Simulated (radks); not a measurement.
Results of a calculation; reference values are marked as such.
Initial-state core-level shifts of neutral rhodium when its valence configuration changes from [Kr] 4d8 5s1. Level of theory: Dirac Kohn-Sham, BLYP, spin-unpolarised, spherical densities, point nucleus; open shells are shared between the two j in proportion to 2j + 1 (a radial shooting solver on a logarithmic mesh with Libxc functionals). Shifts are changes of the shell-averaged eigenvalues in eV (positive: less bound).

valence              1s      3p      4s      4p
4d8 5p1          -1.697  -1.661  -1.709  -1.721
4d9              +2.974  +3.120  +2.976  +2.869
4d7.5 5s1 5p0.5  -2.633  -2.697  -2.594  -2.529
4d7 5s1 5p1      -5.302  -5.439  -5.181  -5.036
4d7.5 5s1.5      -1.747  -1.828  -1.706  -1.637
4d8 5s0.5 5p0.5  -0.903  -0.885  -0.910  -0.917
4d7 5s0.5 5p1.5  -6.032  -6.157  -5.910  -5.765
4d7 5p2          -6.722  -6.834  -6.597  -6.453
4d6.5 5p2.5      -9.395  -9.590  -9.135  -8.892
